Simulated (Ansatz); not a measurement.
Be₄O₄. Total charge 0; singlet. Geometry PBE-D4/def2-SVP.

```csv
atom,x (Å),y (Å),z (Å)
Be1,-3.379,-1.996,-0.008
Be2,3.324,1.728,-1.171
Be3,0.971,0.596,0.069
Be4,-0.957,-0.475,0.404
O5,2.249,1.107,-0.556
O6,-0.544,1.005,0.078
O7,-2.175,-1.348,0.211
O8,0.511,-0.617,0.973
```

Another isomer (singlet) lies 9.80 eV lower at PBE0-D4/def2-TZVP; other spin states weren't run for this one.

Question: Estimate the orbital energies around the gap (eV) in Ansatz with LDA (SPW92)/def2-TZVP, PBE-D4/def2-TZVP, r2SCAN-D4/def2-TZVP, PBE0-D4/def2-TZVP, BHLYP-D4/def2-TZVP.

Answer: 
```csv
orbital,LDA (SPW92)/def2-TZVP,PBE-D4/def2-TZVP,r2SCAN-D4/def2-TZVP,PBE0-D4/def2-TZVP,BHLYP-D4/def2-TZVP
HOMO−9,-8.69,-8.62,-8.87,-9.92,-11.21
HOMO−8,-8.38,-8.19,-8.47,-9.75,-11.20
HOMO−7,-8.14,-7.94,-8.22,-9.47,-10.88
HOMO−6,-8.06,-7.92,-8.19,-9.35,-10.64
HOMO−5,-7.83,-7.61,-7.90,-9.12,-10.56
HOMO−4,-7.82,-7.59,-7.88,-9.12,-10.54
HOMO−3,-7.08,-6.94,-7.20,-8.30,-9.59
HOMO−2,-6.94,-6.79,-7.06,-8.23,-9.43
HOMO−1,-5.65,-5.59,-5.84,-7.02,-8.37
HOMO,-5.06,-4.95,-4.94,-5.11,-5.22
LUMO,-5.05,-4.94,-4.93,-4.56,-4.11
LUMO+1,-5.05,-4.94,-4.93,-4.37,-3.75
LUMO+2,-1.06,-0.87,-0.44,-0.14,0.57
LUMO+3,-1.02,-0.83,-0.41,-0.11,0.60
LUMO+4,-0.98,-0.80,-0.38,-0.07,0.64
LUMO+5,-0.97,-0.78,-0.37,-0.06,0.64
```
